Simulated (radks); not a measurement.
The numbers below are computed, except where a source is named.
Neutral samarium inside a hard spherical wall (all orbitals vanish at R), configuration held at [Xe] 4f6 6s2 and not refilled when levels cross. Code: a radial shooting solver on a logarithmic mesh with Libxc functionals. Model: scalar-relativistic Kohn-Sham, LDA (Slater exchange, Perdew-Wang correlation), spin-polarised, spherical densities, finite nucleus; open shells are filled with parallel spins first (spin-orbit coupling, left out, can overturn this in heavy ions); Fermi nuclear charge, rms radius 5.0819 fm. Eigenvalues in eV for spin up, with the zero of energy where the potential of the charges vanishes at infinity; a dash marks a level that is unbound or too diffuse for the functional's potential to be trusted. A positive occupied level is held by the wall or, in an anion where self-interaction has pushed it up, behind a barrier. The pressure on the wall is -dE/dV.

R (bohr)  E (hartree)  kinetic (hartree)    e(5s)    e(5p)   e(6s)   e(4f)  e(5d, empty)  e(6p, empty)  pressure (GPa)
free      -10419.5268          11133.619  -44.251  -23.995  -3.813  -3.810        -2.052        -1.296               0
20        -10419.5268          11133.619  -44.251  -23.995  -3.813  -3.810        -2.052        -1.295        < 0.0001
12        -10419.5263          11133.624  -44.210  -23.955  -3.781  -3.770        -2.015        -1.192         0.00735
8         -10419.5064          11133.751  -43.503  -23.261  -3.129  -3.070        -1.370         0.055           0.682
7         -10419.4760          11133.901  -42.882  -22.659  -2.404  -2.450        -0.767         1.271            2.21
3.5       -10417.6036          11141.062  -32.306  -12.368  23.986   9.499        13.097        36.881             500
3         -10415.5459          11148.596  -25.442   -4.978  46.626  17.802        23.503        63.967            1610
2         -10395.2780          11213.716   22.765   51.261  209.43  65.802        97.742        243.37           30000
1.5       -10340.6041          11374.677   138.66   183.67  532.78  143.78        253.39        581.99          219000
